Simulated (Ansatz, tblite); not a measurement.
Forces on AlCl₃ at its B3LYP-D4/def2-TZVP geometry. Charge 0, multiplicity 1.

The xTB rows come from tblite. The restricted singlet is unstable towards broken spin symmetry in Hartree–Fock (as tested in another run); at PBE-D4/def2-TZVP this wasn't settled. In the singlet, Cl2 and Cl4 lie 2.47 Å apart (atoms count from 1), so these atoms are partly bonded to each other. Another isomer (singlet) lies 4.81 eV lower at PBE0-D4/def2-TZVP; other spin states weren't run for this one.

GFN1-xTB (tblite), largest force 1.34 eV/Å:

```xyz
4
positions Å, forces eV/Å
Al   -1.154   -0.259    0.673    0.301    0.851    0.281
Cl    2.662    1.482   -1.040   -1.135   -0.215    0.687
Cl   -2.070   -2.091    0.262   -0.138   -0.487   -0.185
Cl    0.562    0.868    0.104    0.972   -0.149   -0.783
```

GFN2-xTB (tblite), largest force 1.26 eV/Å:

```
Al 0.848 -0.400 -0.838
Cl -0.528 -0.062 0.342
Cl 0.309 1.046 0.387
Cl -0.630 -0.584 0.108
```

PBE-D4/def2-TZVP (Ansatz), largest force 0.16 eV/Å:

```
Al 0.018 0.118 0.057
Cl -0.081 -0.023 0.045
Cl -0.063 -0.140 -0.037
Cl 0.127 0.045 -0.066
```
